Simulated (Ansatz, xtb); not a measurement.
# Relative energy of two structures of F2H2Se2Zr

Structure a is a singlet given by its coordinates and structure b is a singlet given by its coordinates. Both are isolated molecules in the gas phase, relaxed with PBE0-D4/def2-SVP.

a (Å):

```xyz
7

F     0.4575   -2.1939   -0.7023
F     1.4149   -0.7039    1.9898
Se   -1.9892   -0.0518    0.7287
Se    1.6003    1.3049   -0.9349
Zr    0.4860   -0.6225    0.3465
H    -1.5483    1.0524    1.6040
H     0.7360    0.9753   -2.0859
```

Close contacts (Å): F1–Zr5 1.89, F2–Zr5 1.89, Se3–Zr5 2.57, Se4–Zr5 2.57, Se3–H6 1.48, Se4–H7 1.48, Zr5–H6 2.92, Zr5–H7 2.92.

b (Å):

```xyz
7

F     0.6012   -2.2163   -0.5290
F     1.0818   -0.0581    1.6924
Se   -2.3931   -0.3160    0.4436
Se    0.6506    1.2700   -1.6721
Zr    0.1366   -0.4995    0.1135
H    -2.1077    0.7653    1.4089
H     2.0918    0.9866   -1.5030
```

Close contacts (Å): F1–Zr5 1.89, F2–Zr5 1.89, Se3–Zr5 2.56, Se4–Zr5 2.57, Se3–H6 1.48, Se4–H7 1.48, Zr5–H6 2.88, Zr5–H7 2.94.

**Question.** Estimate E(b) − E(a) at the level CCSD(T)/def2-SVP + ΔMP2/def2-TZVPP.

**Answer.** CCSD(T)/def2-SVP + ΔMP2/def2-TZVPP gives E(b) − E(a) = +0.002 eV, slightly favouring structure a, which is too small a margin to settle the true order.

Level by level:

```
                             level          geometry  E(b) − E(a) (eV)  departure from the last row (eV)  job, with rough time for the two
                  PBE0-D4/def2-SVP  PBE0-D4/def2-SVP              +0.003                            +0.001                optimisation, 65 s
                       HF/def2-SVP  PBE0-D4/def2-SVP              +0.014                            +0.013           part of the CCSD(T) run
                      MP2/def2-SVP  PBE0-D4/def2-SVP              +0.005                            +0.004           part of the CCSD(T) run
                  CCSD(T)/def2-SVP  PBE0-D4/def2-SVP              +0.006                            +0.004                      single point
CCSD(T)/def2-SVP + ΔMP2/def2-TZVPP  PBE0-D4/def2-SVP              +0.002                                               single point, 2.7 min
```

The largest departure from CCSD(T)/def2-SVP + ΔMP2/def2-TZVPP is that of HF/def2-SVP, 0.013 eV. Levels run at GFN2-xTB geometries aren't shown. The last row adds to CCSD(T) the change of the MP2 difference between the two basis sets, here −0.004 eV.

With thermal terms from frequencies at re-optimised GFN2-xTB minima (ideal gas, soft modes damped towards free rotors, one conformer each, 298.15 K, 1 atm): on the last row, ΔE + ΔZPE = 0.000, ΔH = +0.002, ΔG = −0.019 eV.

The correlated steps freeze 20 core orbitals; the filled d shell of Se is correlated, in a basis made for valence electrons. Atoms past krypton carry core potentials in the def2 sets and no spin–orbit term is included. Run with Ansatz 0.2.0, xtb 6.7.1; the last row on 2 threads of Arm Neoverse V2 on a shared host.
